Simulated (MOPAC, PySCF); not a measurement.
C₂H₆Cl₂O₂Sn, SMILES `C[O][Sn]([Cl])([Cl])[O]C` (C–O–Sn–Cl torsion 65°, Cl–Sn–O–C torsion -168°), neutral singlet in the gas phase. 

Cartesian coordinates (Å):
SMILES: [Cl][Sn]([Cl])([O]C)[O]C
```xyz
13

C      2.4011    -0.8672    -0.2979
O      1.1344    -0.4123    -0.7114
Sn     0.1073     0.8288     0.4084
Cl     1.1958     2.8705     0.5771
Cl    -0.1164    -0.1264     2.5285
O     -1.6547     1.1297    -0.3828
C     -2.6202     0.1023    -0.3741
H      3.1464    -0.0523    -0.2505
H      2.3715    -1.3698     0.6860
H      2.7503    -1.6009    -1.0415
H     -2.3586    -0.7238    -1.0595
H     -2.7861    -0.3197     0.6337
H     -3.5708     0.5410    -0.7159
```
Charge 0, spin multiplicity 1.

All levels are single points at this geometry (PBE0-D3(BJ)/def2-SVP); Pople sets use spherical d functions. Orbital energies aren't observables, and empty levels follow the basis.

```tsv
level	HOMO (eV)	LUMO (eV)	gap (eV)	dipole (D)	vertical IE, Delta-SCF (eV)
PBE-D3(BJ)/def2-TZVP in PySCF	-6.85	-3.49	3.36	1.57	–
TPSSh-D3(BJ)/def2-TZVP in PySCF	-7.62	-3.01	4.61	1.61	9.87
B3LYP/6-311+G** (LANL2DZ on Sn) in PySCF	-8.33	-2.98	5.36	1.75	–
B3LYP/6-31G* (LANL2DZ on Sn) in PySCF	-8.07	-2.73	5.34	1.89	10.09
B3LYP/LANL2DZ in PySCF	-8.23	-3.11	5.12	2.33	–
BP86/6-31G* (LANL2DZ on Sn) in PySCF	-6.83	-3.50	3.33	1.95	–
M06-2X/6-31G* (LANL2DZ on Sn) in PySCF	-10.01	-1.70	8.31	1.93	–
PBE/6-31G* (LANL2DZ on Sn) in PySCF	-6.71	-3.41	3.30	1.94	–
HF/6-31G* (LANL2DZ on Sn) in PySCF	-12.51	0.99	13.50	1.96	–
AM1 in MOPAC	-10.73	-2.29	8.44	1.75	–
PM3 in MOPAC	-11.53	-3.03	8.50	2.61	–
PM6 in MOPAC	-11.07	-2.16	8.91	2.38	–
PM7 in MOPAC	-10.68	-1.11	9.57	2.21	–
```
